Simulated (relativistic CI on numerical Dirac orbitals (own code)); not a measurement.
Pr2+ (4f3) in a crystal field

Calculated by Dirac-Coulomb-Breit CI, KLI orbitals optimised for each configuration, model QED, valence Slater integrals scaled by 0.8, one configuration in a parametric crystal field (own radial code).

Field parameters in Wybourne normalisation; cubic f-shell fields have B⁴₄ = √(5/14) B⁴₀ and B⁶₄ = −√(7/2) B⁶₀. The field is a parameter set, without covalency.

S is read from ⟨S²⟩ = S(S + 1).

Powder χT (cm³ K mol⁻¹) by Van Vleck's formula, with temperature-independent terms:

| Field | 2 K | 5 K | 10 K | 20 K | 50 K | 100 K | 200 K | 300 K |
| --- | --- | --- | --- | --- | --- | --- | --- | --- |
| C2v, B20 = 360, B22 = 90, B40 = -150, B42 = 300, B44 = -280, B60 = -210, B62 = 20, B64 = -80, B66 = 340 cm⁻¹ | 0.503 | 0.574 | 0.692 | 0.908 | 1.29 | 1.53 | 1.65 | 1.71 |
| D3d, B20 = -280, B40 = -130, B43 = 170, B60 = 280, B63 = 130, B66 = 10 cm⁻¹ | 0.749 | 0.922 | 1.03 | 1.18 | 1.47 | 1.61 | 1.69 | 1.72 |
| D4h, B20 = -350, B40 = -130, B44 = -820, B60 = 230, B64 = -320 cm⁻¹ | 0.685 | 0.783 | 0.935 | 1.14 | 1.4 | 1.55 | 1.65 | 1.71 |
| Oh, B40 = -810, B60 = 250 cm⁻¹ | 0.602 | 0.676 | 0.799 | 1.02 | 1.36 | 1.52 | 1.64 | 1.69 |
| Oh, B40 = 880, B60 = 130 cm⁻¹ | 0.846 | 0.895 | 0.976 | 1.12 | 1.38 | 1.55 | 1.66 | 1.71 |
| Oh, B40 = -1550, B60 = 190 cm⁻¹ | 1.04 | 1.06 | 1.1 | 1.17 | 1.36 | 1.51 | 1.62 | 1.69 |

Problem. For Oh, B40 = 880, B60 = 130 cm⁻¹: what effective moment follows at 300 K?

Solution. μ_eff = √(8χT) = 3.70 μB. The LS value g√(J(J + 1)) of the free ion's 4I°_9/2 level is 3.62 μB.
